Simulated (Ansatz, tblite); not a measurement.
Cost and result up the ladder for (HGaSe)4 cubane (Ga₄H₄Se₄) (12 atoms). Total charge 0; singlet. Geometry: PBE-D4/def2-SVP.

| atom | x (Å) | y (Å) | z (Å) |
| --- | --- | --- | --- |
| Ga1 | 1.736 | 0.924 | 0.248 |
| H2 | 3.109 | 1.655 | 0.444 |
| Se3 | 1.739 | -1.515 | -0.323 |
| Ga4 | -0.157 | -1.476 | 1.314 |
| H5 | -0.281 | -2.644 | 2.353 |
| Se6 | 0.117 | 0.867 | 2.158 |
| Ga7 | -1.480 | 1.290 | 0.275 |
| H8 | -2.650 | 2.310 | 0.493 |
| Se9 | 0.184 | 1.734 | -1.544 |
| Ga10 | -0.099 | -0.738 | -1.837 |
| H11 | -0.178 | -1.322 | -3.290 |
| Se12 | -2.040 | -1.085 | -0.291 |

Ansatz on 2 threads of AMD EPYC 7R13 on a shared host and a share (18 GiB) of an NVIDIA H100 80GB HBM3; xTB runs through tblite on one thread. Times are rough, summed over both states, and most runs start from the orbitals of an earlier one. PBE0-D4/def2-TZVP serves as the yardstick here, not as an exact answer. The other state is a triplet.

The xTB rows come from tblite. Single mean-field runs in def2-TZVP are fitted with def2-universal-jkfit. HOMO above LUMO, or a gap near zero within one spin, warns that the state may not be the lowest or that an electron is smeared out.

xTB has no spin-polarisation term.

| level | functions | wall time | vertical triplet (eV) | difference from PBE0-D4/def2-TZVP (eV) | remarks |
| --- | --- | --- | --- | --- | --- |
| GFN2-xTB | 76 | 0.043 s | 3.86 | -0.74 | – |
| GFN1-xTB | 80 | 0.047 s | 4.44 | -0.16 | – |
| PBE-D4/def2-TZVP (with forces) | 408 | 18 s | 4.02 | -0.58 | gap within one spin near zero (triplet) |
| PBE0-D4/def2-TZVP (with forces) | 408 | 27 s | 4.60 | 0.00 | – |
| r2SCAN-D4/def2-TZVP | 408 | 41 s | 4.36 | -0.24 | gap within one spin near zero (triplet) |
